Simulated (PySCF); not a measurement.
Coordinates in bohr (charge 0 multiplicity 1):
```
S     0.0000    0.0000   -2.5351
Cu    2.3801    0.0000    0.6433
Cu   -2.3801    0.0000    0.6433
```

Method: PBE/[S def2-TZVP, Cu def2-TZVP], no relativity, density fitting, PySCF.

This geometry of Cu2S is a stationary point at this level.

(1) What is the point group?

(2) Is it a minimum?

(3) Which band is strongest in the infrared?

(4) Give the ideal-gas entropy at 298.15 K and 1 bar by parts.

(5) What is the atomisation energy, with and without zero-point energy?

Results:

(1) C2v.

(2) Yes: all harmonic wavenumbers are real.

(3) 332 cm⁻¹ (b2), 9 km/mol.

(4) translation 172.0, rotation 105.9, vibration 21.0, spin 0.0; total 298.8 J/(mol K).

(5) 591 kJ/mol without, 585 kJ/mol with.

Only a few start shapes were tried, so a lower isomer may exist.
